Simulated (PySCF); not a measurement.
SMILES [Si]([Si](F)(F)F)(F)F, doublet (PBE0/def2-SVP optimised geometry):

```
7

F     -1.777     1.532     0.000
Si    -1.287    -0.011     0.000
F     -1.781    -0.661     1.398
Si     1.067    -0.011     0.000
F      1.777     0.746     1.221
F      1.576    -1.532     0.005
F      1.568     0.670    -1.362
```

Level of theory: PySCF 2.14.0 with unrestricted PBE0/def2-TZVP.

Q: What are the frontier orbital energies (α orbitals alone; a β orbital can be the lowest empty one) and the dipole moment?

A: HOMO-2 -12.50 eV, HOMO-1 -11.10 eV, HOMO -7.43 eV, LUMO -1.32 eV, LUMO+1 -1.19 eV; dipole moment 1.30 D.

On the same geometry unrestricted PBE/def2-TZVP in PySCF gives HOMO-2 -10.36 eV, HOMO-1 -9.42 eV, HOMO -6.11 eV, LUMO -2.15 eV, LUMO+1 -2.00 eV; dipole moment 1.14 D.

Meta-Löwdin charges at PBE0/def2-TZVP: F1 -0.48, Si2 0.95, F3 -0.48, Si4 1.44, F5 -0.47, F6 -0.48, F7 -0.48.
